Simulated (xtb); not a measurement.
C3H6NO (SMILES CN(C)[C]=O), doublet, at a GFN2-xTB geometry. Base run: GFN0-xTB (xtb 6.7.1).

The xtb input:
```
$ xtb mol.xyz --gfn 0 --uhf 1 --json

# file mol.xyz
11

C      1.59032029    -0.66595976     0.14431730
N      0.22700443    -0.20733053     0.01518478
C     -0.77581277    -1.25726267    -0.14671598
C     -0.06607100     1.07145081     0.04435012
O     -1.10281318     1.68342370    -0.04115406
H      2.25099216     0.19020887     0.25891250
H      1.69098667    -1.31572877     1.01771692
H      1.88640267    -1.23077096    -0.74364888
H     -1.75386421    -0.79016301    -0.23269650
H     -0.56778087    -1.83686848    -1.04829343
H     -0.76388112    -1.92212378     0.71923980
```

Variants of this job, named by their change:

```tsv
change	ΔE vs base (mEh)
base	0.000
etemp = 10	0.000
acc = 30	0.000
acc = 0.1	0.000
```
